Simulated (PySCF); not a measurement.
Molecule: SMILES CCOB([O])OCC, doublet. Atoms near the plane z = 0.0 Å, at the GFN2-xTB optimised geometry (x, y, z in Å): C1 (0.2, -2.3, 0.5), C2 (0.9, -1.1, -0.2), O3 (0.2, 0.1, 0.0), B4 (-1.2, 0.1, 0.0), O5 (-1.9, -1.0, 0.0), O6 (-1.8, 1.3, 0.0), C7 (-1.1, 2.5, -0.1), H9 (0.5, -3.3, 0.0), H11 (-0.9, -2.1, 0.2), H13 (1.9, -1.0, 0.2), H14 (-0.2, 2.4, 0.5), H15 (-1.7, 3.3, 0.3).

Computed with unrestricted CAM-B3LYP/def2-SVP run with PySCF. Cells within 0.4 Å of a nucleus heavier than hydrogen are left out (blank, or x). The values are rescaled to run from 0 to 1.

```
|5555555555555555555555555555555|
|5555555555555555555555555555555|
|5555555555555555555555555555555|
|5555555555555555555555555555555|
|5555555555555555555555555555555|
|5555555555555555555555555555555|
|5555555555445555555555555555555|
|5555555555425655555555555555555|
|555555555558xx45555555555555555|
|555555555664x455555555555555555|
|5555555567635655555555555555555|
|5555555560xx6655555555555555555|
|5555555562xx6655555555555555555|
|5555555567535667665555555555555|
|55555555566xx66xx66555555555555|
|55555555566xx73xx76555555555555|
|5555555567559566256555555555555|
|5555555564x36566544435555555555|
|555555556xx465565xx125555555555|
|5555555566166555446555555555555|
|5555555556665455445555555555555|
|5555555555555455455555555555555|
|5555555555555555455555555555555|
|5555555555555555245555555555555|
|5555555555555555045555555555555|
|5555555555555555555555555555555|
|5555555555555555555555555555555|
|5555555555555555555555555555555|
|5555555555555555555555555555555|
|5555555555555555555555555555555|
|5555555555555555555555555555555|
```
Scale: ten equal steps from 0.000 (start of '0') to 1.00 (end of '9'), in the order '0123456789'; x runs from -5.50 to 5.50, y from -5.50 (bottom) to 5.50 (top).

**Question.** Which quantity is mapped?
(A) log10 of the electron density
(B) Laplacian of the electron density
(C) electrostatic potential
(D) deformation density (molecule minus spherical neutral atoms)

**Answer.** B, Laplacian of the electron density. In full: Laplacian of the electron density (e/bohr⁵), clipped to [-1.50, 1.50].
